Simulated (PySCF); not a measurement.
**Electron correlation in Fe⁺ (iron, charge +1)**

[Ar] 3d6 4s1, high-spin 6D determinant. Computed with PySCF 2.14 in Sapporo-DKH3-DZP-2012 (6s4p3d1f, 40 functions), with the spin-free X2C one-electron Hamiltonian (Gaussian nucleus). Frozen: [Ar]; 7 electrons correlated.

MP2 pair energies summed by pair of shells (mhartree):

| pair | energy | share (%) |
| --- | --- | --- |
| 3d-3d | -98.47 | 86.5 |
| 3d-4s | -15.42 | 13.5 |

Total MP2 correlation energy: -113.89 mhartree.

Same-spin part -68.79 and opposite-spin part -45.10 mhartree; SCS-MP2 scales them by 1/3 and 6/5 to -77.05 mhartree.
